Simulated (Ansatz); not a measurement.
Harmonic frequencies (cm⁻¹) at PBE0-D4/def2-TZVP from Ansatz: 57, 90, 159, 273, 335, 344, 474, 521, 594, 613, 728, 866, 1925, 1944, 3897.

Each molecule was computed in one conformer, which needn't be the lowest.

Q: Which molecule is it?
A. `Cl[C]1=[CH][AlH]1`
B. `[OH][AlH][SbH][Cl]`
C. `B1OBSP1`
D. `NP(O)S`

A: B.
